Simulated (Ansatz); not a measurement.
C8H24Sn3⁺, that is Sn3Me8 with one electron fewer. The state is a doublet with charge 1. Geometry PBE-D4/def2-SVP, that of the neutral singlet; atoms count from 1.

Cartesian coordinates in Å:
```
Sn -0.157 2.245 -0.654
C 1.224 3.882 -1.104
C -1.594 2.108 -2.296
C -1.271 2.795 1.145
Sn 1.167 -0.210 -0.282
C 1.973 -0.944 -2.187
C 2.895 0.062 1.043
Sn -0.591 -2.111 0.825
C 0.365 -3.288 2.402
C -2.324 -1.105 1.705
C -1.342 -3.499 -0.689
H 0.657 4.829 -1.199
H 1.968 3.989 -0.290
H 1.758 3.684 -2.054
H -2.348 1.326 -2.082
H -1.076 1.856 -3.242
H -2.112 3.081 -2.419
H -1.811 3.747 0.969
H -2.005 2.005 1.396
H -0.580 2.928 2.000
H 2.677 -0.200 -2.607
H 2.511 -1.897 -2.021
H 1.152 -1.114 -2.910
H 2.567 0.438 2.031
H 3.598 0.791 0.594
H 3.415 -0.906 1.180
H 0.748 -2.620 3.198
H 1.211 -3.869 1.986
H -0.372 -3.988 2.842
H -2.000 -0.419 2.512
H -2.855 -0.519 0.930
H -3.022 -1.855 2.128
H -2.029 -4.228 -0.215
H -1.893 -2.947 -1.475
H -0.502 -4.046 -1.158
```

In the def2 sets Sn takes a core potential; there is no spin–orbit coupling.

Q: Estimate the Mulliken populations of the heavy atoms from the PBE0/def2-SVP orbitals of Ansatz.

A: 
```json
{"atom": "Sn1", "charge (e)": "0.53", "spin (α − β)": "0.20"}
{"atom": "C2", "charge (e)": "-0.36", "spin (α − β)": "0.08"}
{"atom": "C3", "charge (e)": "-0.37", "spin (α − β)": "0.03"}
{"atom": "C4", "charge (e)": "-0.38", "spin (α − β)": "0.01"}
{"atom": "Sn5", "charge (e)": "0.31", "spin (α − β)": "0.35"}
{"atom": "C6", "charge (e)": "-0.38", "spin (α − β)": "-0.02"}
{"atom": "C7", "charge (e)": "-0.38", "spin (α − β)": "-0.02"}
{"atom": "Sn8", "charge (e)": "0.54", "spin (α − β)": "0.20"}
{"atom": "C9", "charge (e)": "-0.37", "spin (α − β)": "0.07"}
{"atom": "C10", "charge (e)": "-0.38", "spin (α − β)": "0.00"}
{"atom": "C11", "charge (e)": "-0.37", "spin (α − β)": "0.04"}
```
Mulliken values depend strongly on the basis.

Q: Where does the spin sit?

A: Summed by element: Sn 0.76, C 0.19, H 0.06, of 1 unpaired in all. Largest on single atoms: Sn5 0.35, Sn1 0.20, Sn8 0.20.

Q: And the Mayer bond orders between heavy atoms (over 0.3)?

A: Sn1–C2 0.97 (2.19 Å); Sn1–C3 0.97 (2.19 Å); Sn1–C4 0.98 (2.19 Å); Sn1–Sn5 0.68 (2.81 Å); Sn5–C6 1.01 (2.19 Å); Sn5–C7 1.01 (2.19 Å); Sn5–Sn8 0.68 (2.82 Å); Sn8–C9 0.97 (2.19 Å); Sn8–C10 0.98 (2.19 Å); Sn8–C11 0.97 (2.19 Å).
